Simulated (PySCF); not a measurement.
## C4H10Si: core ionisation energies

Compound: SiHMe2(vinyl), C₄H₁₀Si.
Geometry (PBE0-D3(BJ)/def2-SVP, Å), atoms numbered from 1 in this order:
```xyz
15
C4H10Si angstrom
Si     0.1680    0.2781    0.3434
H      0.1589    0.2395    1.8428
C      1.9435    0.2601   -0.2800
H      2.4723   -0.6442    0.0575
H      2.4991    1.1385    0.0846
H      1.9700    0.2777   -1.3814
C     -0.7016    1.8352   -0.2569
H     -0.1645    2.7399    0.0689
H     -1.7298    1.8882    0.1324
H     -0.7544    1.8516   -1.3573
C     -0.7468   -1.2452   -0.2547
C     -1.2769   -2.1676    0.5572
H     -0.8587   -1.3964   -1.3382
H     -1.2063   -2.0817    1.6480
H     -1.8056   -3.0498    0.1778
```

Level of theory: PySCF, delta-SCF UKS SCAN, pcX-2 on the ionised atom, pcseg-1 elsewhere, spin-free X2C. Binding energies are ΔSCF values: E(core-ionised, relaxed orbitals) − E(ground state) at a fixed geometry, referred to the vacuum level.

Problem. What binding energy does each computed site have?

Solution. 
```json
{"atom(s)": "Si1", "bonded to": "3 C and H", "level": "Si 2p3/2", "binding energy (eV)": "106.06", "2p1/2 (eV)": "106.69", "above the level's lowest (eV)": "0.00", "count": "1"}
{"atom(s)": "Si1", "bonded to": "3 C and H", "level": "Si 1s", "binding energy (eV)": "1845.85", "2p1/2 (eV)": "–", "above the level's lowest (eV)": "0.00", "count": "1"}
{"atom(s)": "C3/C7", "bonded to": "3 H and Si", "level": "C 1s", "binding energy (eV)": "289.95", "2p1/2 (eV)": "–", "above the level's lowest (eV)": "+0.07", "count": "2"}
{"atom(s)": "C11", "bonded to": "C, H and Si", "level": "C 1s", "binding energy (eV)": "289.88", "2p1/2 (eV)": "–", "above the level's lowest (eV)": "0.00", "count": "1"}
{"atom(s)": "C12", "bonded to": "C and 2 H", "level": "C 1s", "binding energy (eV)": "290.26", "2p1/2 (eV)": "–", "above the level's lowest (eV)": "+0.38", "count": "1"}
```

The listed C 1s values span 0.38 eV, from C11 (bonded to C, H and Si) to C12 (bonded to C and 2 H).

Problem. Express the binding energy of Si 1s of Si1 in atomic units and per mole.

Solution. 1845.85 eV = 67.8337 Eh = 178097 kJ/mol.

Problem. Which effective nuclear charge Zeff reproduces each element's mean 1s value in the hydrogen-like formula E = 13.606 eV × Zeff²?

Solution. C (Z = 6): mean 290.0 eV, Zeff = 4.62, Z − Zeff = 1.38; Si (Z = 14): mean 1845.9 eV, Zeff = 11.65, Z − Zeff = 2.35. Means run over the listed sites, weighted by atom count.

The first atom of each set that the bonding makes equivalent was ionised and stands for the set. For 2p shells one spin-free hole was relaxed; a mean-field spin–orbit operator and the ground-state splitting of the three 2p orbitals were then diagonalised within the shell. The shell's mean is (2 × 2p3/2 + 2p1/2)/3, and the degeneracies 2j + 1 give areas of 2:1. 2p1/2 minus 2p3/2 (ligand field included): Si 0.62 eV. One conformer (not necessarily the lowest) at the PBE0-D3(BJ)/def2-SVP geometry, without solvent, vibrations or thermal averaging.
